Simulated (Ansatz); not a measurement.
Job for Ansatz (an electronic-structure program): R-r2SCAN/def2-TZVPP on H4InSb (SMILES [InH2][SbH2]). Elements past Kr take the def2 small-core potentials; no spin–orbit coupling.

Ansatz 0.2 input:
```yaml
crystal:
  periodic: [false, false, false]
  atoms:
    - {symbol: In, position_ang: [-1.47470874, 0.00000000, 0.00000000]}
    - {symbol: Sb, position_ang: [1.19577431, -0.00000000, -0.00000000]}
    - {symbol: H, position_ang: [-2.09623206, 1.58687219, -0.00000000]}
    - {symbol: H, position_ang: [-2.09623206, -1.58687219, 0.00000000]}
    - {symbol: H, position_ang: [2.23569928, 1.31711220, 0.00000000]}
    - {symbol: H, position_ang: [2.23569928, -1.31711220, -0.00000000]}
basis:
  gaussian:
    orbitals: def2-TZVPP
hamiltonian:
  xc: {name: r2SCAN}
scf: {lower_state_search: off}
```

Q: Give the final energy of this run.

A: -432.9037 hartree.
